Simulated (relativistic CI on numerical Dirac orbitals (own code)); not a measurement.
# Hyperfine structure of Pd2+, mass number 105

Computed by Dirac-Coulomb-Breit CI, orbitals from a KLI potential per configuration, model QED (radiative potential, 1s self-energy scaled to tabulated hydrogen-like ionisation energies), valence Slater integrals scaled by 0.85, P86 correlation energy added to each configuration (own radial code, finite nucleus).

Configuration list (outside the closed core [Kr]): 4d⁸, 4d⁷5s, 4d⁷5p, 4d⁷4f, 4d⁶5s², 4d⁷5d, 4d⁷6s, 4d⁷6p, 4d⁶5s5p, 4d⁷6d, 4d⁷5f, 4d⁷5g, 4d⁷6f, 4d⁷6g, 4d⁶5p², 4d⁶5s6s. Levels of other configurations are missing.

Nuclear spin I = 5/2, μ = -0.642 μN, Q = 0.66 b (tables of Stone and Pyykkö). The electronic factors are computed for point nuclear moments, without core polarisation; leaving it out makes A of s and p electrons in near-neutral atoms 20 to 40 % too small, and it can dominate for d and f shells.

```csv
Level,E (cm⁻¹),A (MHz),B (MHz)
4d⁸ ³F4,0.0,-134.9,-344
4d⁸ ³F3,3030.4,-186.3,-245
4d⁸ ³F2,4533.4,-245.6,-161
4d⁸ ³P2,11069.2,-156.1,306
4d⁸ ³P1,14478.1,1.93,-241
4d⁸ ¹D2,15206.0,-205.8,413
4d⁸ ¹G4,18342.3,-201,-1390
4d⁷5s ⁵F5,55705.6,-478.5,368
```

Levels with J = 0, under 50 % of one LS term, or S terms without an open s electron are left out. Small factors come from cancelling terms and can be off by tens of per cent or more.

For a near-neutral ion this model can misplace configurations by up to about 10,000 cm⁻¹ (more where the count of f electrons changes) and terms by 10 to 25 % of their spread. Rates follow the energies as ν³ (E1, M1) or ν⁵ (E2), so they and the lifetimes can be off by large factors. The fine structure of a lone outer electron comes out too small, for d and f at times inverted, and misplaced configurations move strength between like terms. 54 of the 69 excited levels that our extract of the measured tables holds in this range could be paired (the sources list more); they are missed by 2490 cm⁻¹ on average and 4549 at most, and levels without a partner can miss by more. Some levels of the ground configuration have no partner and can miss by 10 % or more.

Task: Give the hyperfine levels of 4d⁸ ³F4 relative to its centre of gravity.

Result: With K = F(F + 1) − I(I + 1) − J(J + 1), E = AK/2 + B[¾K(K + 1) − I(I + 1)J(J + 1)]/[2I(2I − 1)J(2J − 1)]: F = 3/2: 1517, F = 5/2: 1281, F = 7/2: 912.4, F = 9/2: 371.8, F = 11/2: -390.4, F = 13/2: -1435 MHz.

LS names give the leading component of a level, which can be under half, so a name can repeat, a term be missing and a line seem to break the LS rules.
